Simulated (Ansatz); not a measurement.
The cluster B₄P₄⁻. Charge -1, multiplicity 2. Geometry B3LYP-D4/def2-SVPD; atoms count from 1.

```
atom   x (Å)   y (Å)   z (Å)
  B1  -0.759  -0.281  -1.363
  B2   0.759   0.282   1.363
  B3  -0.684   0.675   0.241
  B4   0.684  -0.675  -0.242
  P5  -2.053   0.932  -1.026
  P6   2.062  -0.919   1.018
  P7  -0.435   1.523   1.904
  P8   0.425  -1.536  -1.896
```

The structure comes from a short search, and lower isomers may exist.

**Question.** Estimate the Mulliken populations from the PBE0/def2-TZVPD orbitals of Ansatz.

**Answer.** 
```tsv
atom	charge (e)	spin (α − β)
B1	0.15	-0.08
B2	0.15	-0.08
B3	0.53	-0.11
B4	0.53	-0.11
P5	-0.59	0.35
P6	-0.59	0.35
P7	-0.59	0.35
P8	-0.59	0.35
```
Mulliken values and Mayer orders depend strongly on the basis. With diffuse functions, as here, like atoms can get unlike values, and bond orders can come out too low or too high.

**Question.** Where does the spin sit?

**Answer.** Summed by element: B -0.38, P 1.38, of 1 unpaired in all. Largest on single atoms: P8 0.35, P5 0.35, P7 0.35.

**Question.** And the Mayer bond orders between bonded heavy atoms (over 0.3)?

**Answer.** B1–P5 1.17 (1.81 Å); B1–P8 1.17 (1.81 Å); B2–P6 1.17 (1.81 Å); B2–P7 1.17 (1.81 Å); B3–B4 0.62 (1.98 Å); B3–P5 0.88 (1.88 Å); B3–P7 0.88 (1.88 Å); B4–P6 0.88 (1.88 Å); B4–P8 0.88 (1.88 Å).
